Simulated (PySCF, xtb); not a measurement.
C4H5Br, SMILES C(/C=C)=C\Br.

xtb with GFN2-xTB at its own geometry gives an orbital gap of 3.28 eV and a dipole moment of 3.29 D.

Geometry: B3LYP-D3(BJ)/def2-SVP. Other conformers were not sampled.

Task: What does CAM-B3LYP/def2-TZVP (PySCF) give? (The exact figures need the calculation; the answer reports its results.)

Result: gap 7.79 eV (levels -7.94 and -0.15 eV), dipole 1.54 D.
